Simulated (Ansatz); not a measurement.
`[NH2][GaH][SiH3]` + NH₃ → `N[SiH3]` + `[NH2][GaH2]` at 400 K and 1 bar (cleavage of the Si–Ga bond).

Computed with Ansatz on PBE0-D4/def2-TZVP structures; ΔE is electronic, products minus reactants. CCSD(T)/CBS adds triple-zeta CCSD(T) − MP2 to the extrapolated MP2 energy (def2 sets, frozen cores). This one scheme is used for every species. For Ga outer-core shells are correlated without core-valence functions, which leaves a few kJ/mol of doubt a bond. Scalar relativity is left out up to krypton. One conformer a species, not always the lowest.

```json
{"species": "`[NH2][GaH][SiH3]`", "CCSD(T)/CBS energy (Eh)": "-2271.34304", "H − E (kJ/mol)": "180.6", "S (J/(mol·K))": "371.9"}
{"species": "NH₃", "CCSD(T)/CBS energy (Eh)": "-56.50880", "H − E (kJ/mol)": "104.2", "S (J/(mol·K))": "203.1"}
{"species": "`N[SiH3]`", "CCSD(T)/CBS energy (Eh)": "-346.80422", "H − E (kJ/mol)": "153.0", "S (J/(mol·K))": "285.3"}
{"species": "`[NH2][GaH2]`", "CCSD(T)/CBS energy (Eh)": "-1981.05479", "H − E (kJ/mol)": "122.4", "S (J/(mol·K))": "284.4"}
```

H − E and S are ideal-gas, rigid-rotor, harmonic terms from PBE0-D4/def2-TZVP, for one conformer and one mirror image of each species. 1 Eh = 2625.50 kJ/mol, R = 8.31446 J/(mol·K).

**Question.** By hand: ΔE, ΔH, ΔS and ΔG.

**Answer.** ΔE = (-346.80422) + (-1981.05479) − (-2271.34304) − (-56.50880) = -0.00717 Eh = -18.8 kJ/mol. Δ(H − E) = 153.0 + 122.4 − 180.6 − 104.2 = -9.4, so ΔH = -28.2 kJ/mol. ΔS = 285.3 + 284.4 − 371.9 − 203.1 = -5.3 J/(mol·K). ΔG = -28.2 − 400 × (-5.3)/1000 = -26.1 kJ/mol.

**Question.** By hand: the equilibrium constant, and the temperature at which ΔG would vanish if ΔH and ΔS stayed fixed.

**Answer.** log₁₀ K = −ΔG/(RT ln 10) = 3.4. ΔG = 0 at ΔH/ΔS = 5321 K, far beyond where these terms or the molecules hold.

The number of gas molecules stays the same, so ΔS is small and ΔH decides. A doubt of 5 kJ/mol in ΔE shifts log₁₀ K by 0.7 here. Other conformers and mirror images would add mixing entropy, several J/(mol·K) or more a flexible species. Modes under 60 cm⁻¹, often nearly free rotors, make the harmonic entropy too high. These are equilibria of isolated gas molecules and say nothing of rates. Largest T1 diagnostic: 0.015 (customary marks: 0.02 for closed shells, 0.045 for open ones).
